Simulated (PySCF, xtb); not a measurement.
F₃Ga, SMILES [F][Ga-]([F])[F], charge -1, multiplicity 2.

Harmonic wavenumbers (cm⁻¹) from xtb with GFN2-xTB at its own minimum, in rising order: 23, 43, 44, 270, 271, 292.

Task: What does PBE-D3(BJ)/def2-SVPD run with PySCF 2.14.0 give at its own minimum? (An estimate is asked for; the answer gives what the named calculation found.)

Result: 156, 156, 199, 497, 518, 518. Paired by order, the mean absolute difference is 184 cm⁻¹ and the zero-point energies are 1.3 and 2.9 kcal/mol.
